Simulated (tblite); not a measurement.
Compound: C₆H₁₄OP₂.
Bonds: C1–C2 (double), C2–P3, P3–C4, C4–O5, P3–C6, C6–C7, C7–C8, C8–P9. Hydrogens: H10, H11 on C1; H12 on C2; H13, H14 on C4; H15 on O5; H16, H17 on C6; H18, H19 on C7; H20, H21 on C8; H22, H23 on P9.

Computed geometry: GFN2-xTB, gas phase.

Problem. List the bond lengths, angles and torsions at this level.

Solution. 
```csv
bond,length (Å)
C1=C2,1.326
C2–P3,1.823
P3–C4,1.882
C4–O5,1.399
P3–C6,1.864
C6–C7,1.524
C7–C8,1.526
C8–P9,1.866
C1–H10,1.079
C1–H11,1.079
C2–H12,1.085
"C4–H13, C4–H14",1.096
O5–H15,0.966
"C6–H16, C6–H17",1.094
"C7–H18, C7–H19",1.094
"C8–H20, C8–H21",1.094
"P9–H22, P9–H23",1.395
```

Bonds in one row agree within 0.01 Å and their mean is given. A selection of angles:
```csv
angle,degrees
C1–C2–P3,125.4
C2–P3–C4,98.4
C2–P3–C6,96.6
C4–P3–C6,98.2
P3–C4–O5,114.3
P3–C6–C7,111.3
C6–C7–C8,111.4
C7–C8–P9,110.9
H15–O5–C4,108.3
```

Dihedral angles: C1–C2–P3–C4 -46° (synclinal); C2–P3–C4–O5 -49° (synclinal); C2–P3–C6–C7 -178° (antiperiplanar); P3–C6–C7–C8 174° (antiperiplanar); C6–C7–C8–P9 178° (antiperiplanar); H15–O5–C4–P3 60° (synclinal). The mirror-image conformer, all signs reversed, is as good.

O5 (alcohol oxygen) is bent (angle 108.3°). P3 (phosphine phosphorus) is pyramidal (angles 98.4°, 98.2° and 96.6°, sum 293.2°, 0.92 Å off the plane of its three neighbours). The C–P distances run from 1.823 Å (C2–P3, drawn single) to 1.882 Å (P3–C4, drawn single), a spread of 0.059 Å. The C–C distances run from 1.326 Å (C1=C2, drawn double) to 1.526 Å (C7–C8, drawn single), a spread of 0.200 Å. P9 (phosphine phosphorus) is pyramidal (angles 95.5°, 95.2° and 92.0°, sum 282.7°, 0.81 Å off the plane of its three neighbours). Of the pairs four or more bonds apart, C1···H15 is among the closest relative to their van der Waals radii: 2.55 Å, 88 % of the sum of Bondi's values.

Point group: C1 (no symmetry element, even within 0.4 Å). Its GFN2-xTB frequencies are all real (lowest 33 cm⁻¹). The numbers are those of one conformer (C1–C2–P3–C4 -46°, C2–P3–C4–O5 -49°, P3–C4–O5–H 60°, C2–P3–C6–C7 -178°, P3–C6–C7–C8 174°). 3 starts were optimised and ended at 0.00, 0.06 and 2.72 kcal/mol (GFN2-xTB); the lowest of these is shown.
